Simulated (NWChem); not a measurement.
System: CHClFNOSi; SMILES O=C=N[Si@@H](F)Cl

Here is an NWChem input.

```
start job
memory heap 200 mb stack 900 mb global 1100 mb
geometry units angstroms noautosym nocenter noautoz
  O      0.356385    -3.326609     0.238755
  C      0.109345    -2.204618     0.058444
  N     -0.146905    -1.047085    -0.127732
  Si    -0.460855     0.592435    -0.424048
  F     -1.707145     1.038988     0.490573
  Cl     1.156844     1.708601     0.126058
  H     -0.796154     0.826009    -1.838352
end
basis spherical
  O library def2-svp
  C library def2-svp
  N library def2-svp
  Si library def2-svp
  F library def2-svp
  Cl library def2-svp
  H library def2-svp
end
dft
  xc m06-2x
  iterations 150
end
cosmo
  do_cosmo_smd true
  solvent thf
end
task dft energy
```

Parts of the log:

```
             Northwest Computational Chemistry Package (NWChem) 7.3.0
             --------------------------------------------------------

                             Geometry "geometry" -> ""
                             -------------------------

 Output coordinates in angstroms (scale by  1.889725989 to convert to a.u.)

  No.       Tag          Charge          X              Y              Z
 ---- ---------------- ---------- -------------- -------------- --------------
    1 O                    8.0000     0.35638500    -3.32660900     0.23875500
    2 C                    6.0000     0.10934500    -2.20461800     0.05844400
    3 N                    7.0000    -0.14690500    -1.04708500    -0.12773200
    4 Si                  14.0000    -0.46085500     0.59243500    -0.42404800
    5 F                    9.0000    -1.70714500     1.03898800     0.49057300
    6 Cl                  17.0000     1.15684400     1.70860100     0.12605800
    7 H                    1.0000    -0.79615400     0.82600900    -1.83835200

 Effective nuclear repulsion energy (a.u.)     333.0865047470

                                 NWChem DFT Module
                                 -----------------

 Summary of "ao basis" -> "ao basis" (spherical)
 ------------------------------------------------------------------------------
       Tag                 Description            Shells   Functions and Types
 ---------------- ------------------------------  ------  ---------------------
 O                          def2-svp                 6       14   3s2p1d
 C                          def2-svp                 6       14   3s2p1d
 N                          def2-svp                 6       14   3s2p1d
 Si                         def2-svp                 8       18   4s3p1d
 F                          def2-svp                 6       14   3s2p1d
 Cl                         def2-svp                 8       18   4s3p1d
 H                          def2-svp                 3        5   2s1p

 in cosmo_initialize ...
 calling solv_data for solv:thf

 solvent parameters
 solvname_short: thf
 solvname_long:  tetrahydrofuran
 dielec:        7.4257
 dielecinf:     1.9740
 nonaqueous SMD model solvent descriptors
 dielec:        7.4257
 sola:          0.0000
 solb:          0.4800
 solc:          0.0000
 solg:         39.4400
 solh:          0.0000
 soln:          1.4050

[...]

                                COSMO-SMD solvation results
                                ---------------------------

             internal energy in gas <Psi(g)|H|Psi(g)> =     -1017.813769052517
         internal energy in solvent <Psi(s)|H|Psi(s)> =     -1017.813393141956
                               delta internal energy  =         0.000375910561 (    0.24 kcal/mol)
   total free energy in solvent <Psi(s)|H+V/2|Psi(s)> =     -1017.817432083644
 polarization energy contribution <Psi(s)|V/2|Psi(s)> =        -0.004038941688 (   -2.53 kcal/mol)
    total free energy in solvent including G(SMD-CDS) =     -1017.818476101751
                       G(SMD-CDS) energy contribution =        -0.001044018107 (   -0.66 kcal/mol)
     1 M fixed-concentration free energy of solvation =        -0.004707049234 (   -2.95 kcal/mol)

                       DFT Final Molecular Orbital Analysis
                       ------------------------------------

 Vector   29  Occ=2.000000D+00  E=-4.022042D-01
              MO Center=  8.3D-01,  1.4D+00, -6.9D-02, r^2= 2.4D+00
   Bfn.  Coefficient  Atom+Function         Bfn.  Coefficient  Atom+Function
  ----- ------------  ---------------      ----- ------------  ---------------
    87      0.571694  6 Cl pz                84      0.422034  6 Cl pz
    81      0.242650  6 Cl pz                86     -0.166117  6 Cl py
    93      0.165101  7 H  s                 94      0.138432  7 H  s
    83     -0.122426  6 Cl py                31     -0.085456  3 N  s
    52     -0.077881  4 Si pz                45      0.074955  4 Si s

 Vector   30  Occ=2.000000D+00  E=-3.860597D-01
              MO Center=  7.3D-02, -1.3D+00, -7.3D-02, r^2= 3.7D+00
   Bfn.  Coefficient  Atom+Function         Bfn.  Coefficient  Atom+Function
  ----- ------------  ---------------      ----- ------------  ---------------
    34      0.365742  3 N  pz                 6      0.309095  1 O  pz
    37     -0.296031  3 N  pz                 9      0.232387  1 O  pz
    32     -0.223587  3 N  px                 4     -0.193699  1 O  px
    35      0.183763  3 N  px                85     -0.155267  6 Cl px
    86      0.149958  6 Cl py                 7     -0.143880  1 O  px

 Vector   31  Occ=2.000000D+00  E=-3.809648D-01
              MO Center=  1.7D-01, -1.1D+00, -5.1D-02, r^2= 4.2D+00
   Bfn.  Coefficient  Atom+Function         Bfn.  Coefficient  Atom+Function
  ----- ------------  ---------------      ----- ------------  ---------------
    32      0.334437  3 N  px                 4      0.280682  1 O  px
    35     -0.270899  3 N  px                86     -0.271393  6 Cl py
    34      0.233565  3 N  pz                 7      0.211023  1 O  px
    83     -0.200658  6 Cl py                 6      0.196913  1 O  pz
    37     -0.188934  3 N  pz                 9      0.148771  1 O  pz

 Vector   32  Occ=0.000000D+00  E= 4.183602D-02
              MO Center= -1.3D-01, -7.2D-01, -3.0D-01, r^2= 4.5D+00
   Bfn.  Coefficient  Atom+Function         Bfn.  Coefficient  Atom+Function
  ----- ------------  ---------------      ----- ------------  ---------------
    53      0.721534  4 Si px                18     -0.379314  2 C  px
    21     -0.339740  2 C  px                55     -0.310056  4 Si pz
    63      0.306348  5 F  s                  7      0.265624  1 O  px
    78     -0.262594  6 Cl s                  4      0.233647  1 O  px
    50      0.233714  4 Si px                86      0.227833  6 Cl py

[...]
```

Level: M06-2X/def2-SVP, SMD on the gas-phase geometry. The geometry was optimised at PBE0/def2-SVP. Solvent: tetrahydrofuran.
